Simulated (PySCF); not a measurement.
Ionising GeAs

PBE0; basis Ge def2-TZVPPD, As def2-TZVPPD; no relativity; PySCF 2.14. Neutral (UKS): doublet (π ↑), Re = 2.242 Å, ωe = 362 cm⁻¹, De = 3.08 eV, HOMO -6.36 eV, LUMO -4.39 eV.

GeAs⁺ (UKS): triplet (π ↑↑), Re = 2.405 Å, ωe = 289 cm⁻¹, De = 2.76 eV to Ge⁺ + As. The energies at the minima are -4312.30782 hartree for GeAs and -4312.00423 for GeAs⁺.

Question: Work out the adiabatic ionisation energy, without and with harmonic zero-point energies (1 hartree = 27.2114 eV, 1 eV = 8065.5 cm⁻¹), and the change of the bond length.

Answer: At PBE0: 0.30359 hartree = 8.261 eV between the minima; the zero-point term (289.0 − 362.0)/2 cm⁻¹ = -0.005 eV makes it 8.257 eV. Re changes by +16.3 pm against the neutral. The electron leaves a π orbital, and the longer bond of the ion fits a bonding orbital, or a change in how ionic the bond is.

GeAs⁻ (UKS): singlet (closed shell), Re = 2.158 Å, ωe = 405 cm⁻¹. The energies at the minima are -4312.30782 hartree for GeAs and -4312.40121 for GeAs⁻.

Question: Work out the adiabatic electron affinity, without and with harmonic zero-point energies (1 hartree = 27.2114 eV, 1 eV = 8065.5 cm⁻¹), and the change of the bond length.

Answer: At PBE0: 0.09339 hartree = 2.541 eV between the minima; the zero-point term (362.0 − 405.0)/2 cm⁻¹ = -0.003 eV makes it 2.539 eV. Re changes by -8.4 pm against the neutral. The electron enters a π orbital, and the shorter bond of the ion fits a bonding orbital, or a change in how ionic the bond is.

For an ion De counts to the pair picked by the measured ionisation energies or electron affinities, which need not be the lowest pair at this level. States were picked by a PBE0 search and need not be the measured ground states.
